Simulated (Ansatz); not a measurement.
A CCSD(T) single point on `BO/C=N\[SiH3]`.

```yaml
crystal:
  periodic: [false, false, false]
  atoms:
    - {symbol: B, position_ang: [-2.020113, 0.679086, 0.949728]}
    - {symbol: O, position_ang: [-0.779476, 0.374860, 0.488770]}
    - {symbol: C, position_ang: [-0.596836, -0.541869, -0.523594]}
    - {symbol: N, position_ang: [0.515458, -0.857115, -0.975857]}
    - {symbol: Si, position_ang: [2.051084, -0.221915, -0.437539]}
    - {symbol: H, position_ang: [-2.977920, 0.142295, 0.468719]}
    - {symbol: H, position_ang: [-2.083123, 1.483120, 1.826971]}
    - {symbol: H, position_ang: [-1.542410, -0.959954, -0.883833]}
    - {symbol: H, position_ang: [2.271279, -0.521060, 1.001853]}
    - {symbol: H, position_ang: [3.109330, -0.881012, -1.237727]}
    - {symbol: H, position_ang: [2.118127, 1.246764, -0.656993]}
basis:
  gaussian: {orbitals: def2-TZVPP}
correlation: {method: ccsd_t}
output: {orbitals: {seedname: orbitals}}
```

```sh
$ ansatz run in.yaml --threads 4 --pin off --events-out ev --progress --plain --max-ram 10444MiB
```

Log, shortened:

```
Functional definition: HF
  name "HF"
  cite "Fock, Z. Phys. 61, 126 (1930) doi:10.1007/BF01340294"
  parent pbe
  exchange = exact_x
  correlation = 0
1488 factors; integrals over basis functions are off by at most 8.8e-4 eV
mean field evaluation 1: about -13177.4015 eV, gradient 4.1e1 eV
mean field evaluation 2: about -13177.6916 eV, gradient 4.1e1 eV
mean field evaluation 4: about -13181.5734 eV, gradient 4.4e0 eV
mean field evaluation 8: about -13181.6552 eV, gradient 4.2e-1 eV
mean field evaluation 16: about -13181.6566 eV, gradient 1.2e-6 eV
mean field -13181.65661270 eV, -484.4169456691 hartree, gradient 1.2e-6 eV, S^2 0.000000; 0 other end points of the search recorded, 0 dependent functions left out
9 core orbitals not correlated: weight in the atoms' cores, before any rotation towards them, 1.000 or more for the frozen orbitals, at most 0.000 for the correlated occupied ones
reference -13181.65661270 eV, -484.4169456691 hartree; 14, 14 occupied and 227, 227 virtual orbitals, 1488 factors
second order -22.13092168 eV of doubles, -0.00000000 eV of singles
cycle   1  -22.44143318 eV  change   -3.1e-1 eV  update   1.2e-1
cycle   2  -23.09940390 eV  change   -6.6e-1 eV  update   3.6e-2
cycle   3  -23.25636009 eV  change   -1.6e-1 eV  update   2.0e-2
cycle   4  -23.23678196 eV  change    2.0e-2 eV  update   5.3e-3
cycle   5  -23.23673730 eV  change    4.5e-5 eV  update   2.6e-3
cycle   6  -23.23772372 eV  change   -9.9e-4 eV  update   7.7e-4
cycle   7  -23.23731185 eV  change    4.1e-4 eV  update   3.3e-4
cycle   8  -23.23722791 eV  change    8.4e-5 eV  update   1.1e-4
cycle   9  -23.23728527 eV  change   -5.7e-5 eV  update   4.9e-5
cycle  10  -23.23728830 eV  change   -3.0e-6 eV  update   1.6e-5
perturbative correction -0.96274013 eV, -0.0353800471 hartree
Total energy: -13205.85664113 eV, -485.3062803105 hartree
```

Run time 95 s (4 threads of an Arm Neoverse V2 on a shared host); peak host memory 5.3 GiB.

MP2 recovers 91.4 % of the CCSD(T) correlation energy and the triples give 4.0 %; T1 = 0.0149.
